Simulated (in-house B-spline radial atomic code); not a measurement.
A fraction x of an electron is removed from 3d in Ti IV (Ti3+), starting from [Ar] 3d1 and keeping the highest spin. Level of theory: non-relativistic PW91, spin-polarised, spherical fractional occupations, point nucleus; calculated with an all-electron radial atomic-structure program (B-spline basis).

| x | E(x) - E(0) (eV) | 3d up level (eV) |
| --- | --- | --- |
| 0 | 0.0000 | -35.473 |
| 0.07 | 2.5227 | -36.606 |
| 0.24 | 8.9825 | -39.403 |
| 0.35 | 13.4180 | -41.246 |
| 0.39 | 15.0813 | -41.923 |
| 0.5 | 19.7959 | -43.801 |
| 0.62 | 25.1763 | -45.878 |
| 0.69 | 28.4306 | -47.102 |
| 0.75 | 31.2884 | -48.159 |
| 0.92 | 39.7325 | -51.192 |
| 1 | 43.8857 | - |

The exact functional would give a straight line between the two integer points. Deviations E(x) - E(0) - x[E(1) - E(0)], in eV: -0.549 at x = 0.07, -1.55 at x = 0.24, -1.942 at x = 0.35, -2.034 at x = 0.39, -2.147 at x = 0.5, -2.033 at x = 0.62, -1.851 at x = 0.69, -1.626 at x = 0.75, -0.642 at x = 0.92.

The curve lies below the straight line by up to 2.147 eV (at x = 0.5): convex, the delocalisation error that favours fractional charges.

Question: How well does Slater's transition state (minus the level at half occupation) give the ionisation energy?

Answer: It gives 43.801 eV against 43.886 eV from the two total energies; NIST lists 43.27 eV, ground level to ground level.
